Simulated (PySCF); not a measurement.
Se⁺: excitation energy

Se⁺ [Ar] 3d10 4s2 4p3 (4S) → Se⁺ [Ar] 3d10 4s2 4p2 5s1 (4P), as a difference of total energies. Calculation: PySCF 2.14, in aug-cc-pVDZ-DK (6s5p3d, 36 functions); the spin-free X2C one-electron Hamiltonian (Gaussian nucleus). Correlated levels: valence: [Ar] 3d10 frozen. The calculations carry no spin-orbit coupling.

```tsv
method	excitation energy (eV)
UHF	11.882
LDA	11.773
PBE	11.733
PBE0	11.927
r2SCAN	12.275
wB97X	12.098
PW91	11.768
PBEsol	11.803
LC-wPBE	12.198
MP2 (valence)	11.930
SCS-MP2 (valence)	11.893
```

Errors of the correlated levels include the incompleteness of this basis and the frozen core.

Task: Which method comes closest to the reference value, and which is furthest?

Result: The reference is 12.084 eV (measured; NIST levels, between the centres of gravity of the two terms). Closest: wB97X (error 0.014 eV); furthest: PBE (error -0.351 eV).
